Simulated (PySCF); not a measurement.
C4H2ClFO2S2.
SMILES with atom numbers: `[O:1]=[S:2](=[O:3])([Cl:4])[c:5]1[cH:6][cH:7][c:8]([F:9])[s:10]1`

Definitions: NICS(0) = −σiso at the ring centroid; NICS(1) = −σiso and NICS(1)zz = −σzz at ±1 Å along the ring normal z. Level: GIAO PBE0/pcSseg-1 (PySCF, non-relativistic, gas phase) on the GFN2-xTB geometry, one conformer.

Ring bond lengths (Å), with Mayer bond orders in brackets: C5–C6 1.360 (1.47), C6–C7 1.410 (1.27), C7–C8 1.362 (1.54), C8–S10 1.732 (1.15), S10–C5 1.714 (1.10).

Question: Give the NICS values of each ring in ppm.

Answer: 
| ring | type | NICS(0) | NICS(1), two faces | NICS(1)zz, two faces | rms pucker (Å) | centre to ring atoms, mean (Å) |
| --- | --- | --- | --- | --- | --- | --- |
| C5–C6–C7–C8–S10 | 5-membered ring with S; formal bonds all aromatic | -13.9 | -10.2 / -10.5 | -21.3 / -22.2 | 0.00 | 1.28 |

Question: What do they say, and how far can they be read as aromaticity?

Answer: 
- C5–C6–C7–C8–S10: mean NICS(1)zz -21.8 ppm, shielded. The ring is flat and has no four-coordinate atom; by the NICS criterion it is aromatic.

Question: How equal are the bonds by HOMA? HOMA = 1 − mean of α(R − Ropt)² over the ring bonds, with Krygowski's 1993 parameters (CC: Ropt 1.388 Å, α 257.7 Å⁻²; CS: Ropt 1.677 Å, α 94.09 Å⁻²).

Answer: 
- C5–C6–C7–C8–S10: HOMA 0.82; the largest term is that of C8–S10, α(R − Ropt)² = 0.29. The geometric and the magnetic index point the same way.

Rough CPU time on one thread of a shared machine: about 1.9 min (with the writing of density and orbital grids). This is the whole shielding run at PBE0/pcSseg-1, SCF included.

Conformer computed: `[O:1]=[S:2](=[O:3])([Cl:4])[c:5]1[cH:6][cH:7][c:8]([F:9])[s:10]1`: O1–S2–C5–C6 157°.
